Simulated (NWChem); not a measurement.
C3H3N2 anion

```xyz
8

C      0.0000     0.0000    -1.1713
C      0.0000     1.0973    -0.2888
N      0.0000     0.6776     0.9926
N      0.0000    -0.6776     0.9926
C      0.0000    -1.0973    -0.2888
H      0.0000     0.0000    -2.2620
H      0.0000     2.1646    -0.5244
H      0.0000    -2.1646    -0.5244
```
Atoms are numbered in this order, from 1.

Computed with NWChem. Pople sets run with spherical d functions. Structure relaxed at the B3LYP/def2-SVPD level. No frequency run checked for a minimum. Level: M06-2X/6-31+G* with SMD (1 M gas to 1 M solution), gas-phase geometry. Reactions with the solvent are ignored.

```csv
solvent,dielectric constant,solvation free energy (kcal/mol),cavity-dispersion-structure term (kcal/mol)
water,78.4,-67.6,0.8
diethyl ether,4.24,-52.2,0.2
benzene,2.27,-38.1,-0.1
ethanol,24.9,-65.0,1.4
ethylene glycol,40.2,-63.9,3.6
2-propanol,19.3,-64.2,1.3
1-octanol,9.86,-60.4,1.6
```
